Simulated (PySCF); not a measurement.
Species: `[SiH3]O[SiH2][Si@H](OC)SC`. The columns A, B, C and D hold Mulliken, IAO, Hirshfeld and ESP-fitted charges (e) of one PBE0/pcSseg-1 density (PySCF), in a shuffled order. Coordinates in Å (PBE0-D3(BJ)/def2-SVP); the density's dipole moment is (0.00, 0.29, -1.30) D.

```csv
atom,x,y,z,A,B,C,D
C1,2.884,-2.524,-0.191,-0.026,-0.196,-0.035,-0.015
O2,1.522,-2.257,0.036,-0.639,-0.626,-0.232,-0.345
Si3,0.764,-0.857,-0.437,+0.590,+0.767,+0.299,+0.417
Si4,-1.462,-0.961,0.260,+0.637,+0.693,+0.312,+0.246
O5,-2.042,0.585,-0.002,-0.785,-0.873,-0.303,-0.361
Si6,-3.272,1.639,0.354,+0.729,+0.849,+0.389,+0.593
S7,1.680,0.820,0.553,-0.309,-0.203,-0.100,-0.249
C8,1.083,2.128,-0.570,-0.431,-0.489,-0.115,-0.383
H9,3.531,-1.739,0.238,+0.116,+0.135,+0.036,+0.062
H10,3.137,-3.483,0.284,+0.125,+0.153,+0.050,+0.081
H11,3.108,-2.603,-1.270,+0.104,+0.128,+0.041,+0.057
H12,0.904,-0.623,-1.915,-0.083,-0.145,-0.084,-0.073
H13,-2.307,-1.944,-0.490,-0.098,-0.131,-0.081,-0.059
H14,-1.535,-1.296,1.716,-0.088,-0.124,-0.076,-0.054
H15,-3.531,1.665,1.825,-0.111,-0.141,-0.078,-0.121
H16,-2.855,2.995,-0.106,-0.118,-0.133,-0.076,-0.127
H17,-4.525,1.239,-0.354,-0.112,-0.142,-0.080,-0.125
H18,-0.013,2.115,-0.638,+0.182,+0.158,+0.038,+0.120
H19,1.400,3.085,-0.135,+0.162,+0.168,+0.051,+0.197
H20,1.524,2.027,-1.571,+0.156,+0.152,+0.043,+0.140
```

Q: Which column most likely holds the ESP-fitted charges?

A: D. Σ q r misses the density's dipole by 0.05 D (D), 0.70 D (B), 0.99 D (C), 1.12 D (A). Charges fitted to the outside potential are the only set here that is tied to the molecule's multipoles.

Q: And the Hirshfeld charges?

A: C. The mean sizes are 0.126 e (C), 0.191 e (D), 0.280 e (A), 0.320 e (B), and Hirshfeld charges are commonly the smallest of these schemes.

As computed, A = Mulliken, B = IAO, C = Hirshfeld, D = ESP-fitted. Hydrogens on carbon: Mulliken +0.10 to +0.18, IAO +0.13 to +0.17, Hirshfeld +0.04 to +0.05, ESP-fitted +0.06 to +0.20 e.

The Hirshfeld scheme weights the molecular density at each point by an atom's share of the summed free-atom densities. The IAO scheme counts the electrons in orthogonalised intrinsic atomic orbitals, a minimal basis polarised so that it spans the occupied orbitals exactly.

Geometry: PBE0-D3(BJ)/def2-SVP, one conformer, isolated molecule.

Shape of the structure used: `[CH3:1][O:2][Si@@H:3]([SiH2:4][O:5][SiH3:6])[S:7][CH3:8]`: C1–O2–Si3–Si4 -178°, O2–Si3–Si4–O5 170°, Si3–Si4–O5–Si6 -164°, O2–Si3–S7–C8 161°.
